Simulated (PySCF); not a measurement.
**A survey of ²⁹Si NMR shifts**

Method: σ from GIAO-PBE0/pcSseg-1, structure optimised with GFN2-xTB, in PySCF (no solvent model, non-relativistic, equivalent nuclei averaged, a single conformation).

Shieldings were converted by a linear fit to measured shifts: ²⁹Si (scatter 8.9 ppm rms, 25.8 ppm with the 6 outliers that the fit left out vs TMS, solution or neat liquid). Occasional misses reach two or three times the rms, and more in compound classes unlike the fitted ones.

(1) Give the ²⁹Si shifts of `CCCN[SiH2]OC`, `[SiH3]OC1O[SiH2][SiH2]O1`, `CCN(C)[SiH2]OC`.

(2) Match the shifts -22.0, -31.0, -41.9 ppm to `CN[SiH2]CCCO`, `O=C(O)C#CCN([SiH3])[SiH3]`, `CC[C@@H](N)C[SiH2]O`.

## Answers

(1) 
| compound | environment | δ (ppm) |
| --- | --- | --- |
| CCCN[SiH2]OC | silicon bonded to N, O, 2 H | -30.2 |
| [SiH3:1][O:2][CH:3]1[O:4][SiH2:5][SiH2:6][O:7]1 | Si5/6: silicon bonded to O, Si, 2 H, in a 5-membered ring (×2) | -32.4 |
| [SiH3:1][O:2][CH:3]1[O:4][SiH2:5][SiH2:6][O:7]1 | Si1: silicon bonded to O, 3 H | -42.3 |
| CCN(C)[SiH2]OC | silicon bonded to N, O, 2 H | -31.6 |

(2) -22.0: CC[C@@H](N)C[SiH2]O (silicon bonded to C, O, 2 H); -31.0: CN[SiH2]CCCO (silicon bonded to C, N, 2 H); -41.9: O=C(O)C#CCN([SiH3])[SiH3] (silicon bonded to N, 3 H).
